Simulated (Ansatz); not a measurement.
Relaxation of ClGaH2O2 (6 atoms, charge 0, multiplicity 1), to a largest force component of 0.02 eV/Å in at most 40 steps.

Level of theory: Ansatz, RKS PBE/def2-SVP.

```xyz
6
Properties=species:S:1:pos:R:3:forces:R:3
Ga 0.000 0.000 0.000 0.04 -0.24 1.10
Cl 0.000 0.000 2.240 -0.01 0.03 -1.01
O 1.550 0.000 -0.895 0.63 -1.24 -0.25
H 1.850 -0.952 -1.050 -0.39 1.40 0.22
O -1.550 0.000 -0.895 -0.85 -1.27 0.12
H -2.060 -0.847 -0.686 0.58 1.33 -0.17
```

Q: Where does it end, and by what steps?

A: It converged. After 8 steps the energy has fallen by 0.427 eV; H4 moved furthest, 0.67 Å.

```
step  energy less start (eV)  largest force component (eV/Å)  accepted
   0                  0.0000                           1.396       yes
   1                 -0.1151                           1.540       yes
   2                 -0.1679                           1.051       yes
   3                 -0.2677                           0.558       yes
   4                 -0.3021                           0.183       yes
   5                 -0.3833                           0.266       yes
   6                 -0.4109                           0.391       yes
   7                 -0.4269                           0.065       yes
   8                 -0.4272                           0.003       yes
```

```xyz
6
Properties=species:S:1:pos:R:3
Ga 0.066 -0.235 0.097
Cl -0.201 0.163 2.192
O 1.729 -0.297 -0.557
H 1.706 -0.486 -1.514
O -1.333 -0.502 -0.996
H -2.176 -0.441 -0.509
```

Whether the end is a true minimum wasn't checked by a vibrational analysis.

The run took 11 s on 1 thread of Intel(R) Xeon(R) 6975P-C (Granite Rapids) (shared host), peak memory 0.14 GiB.
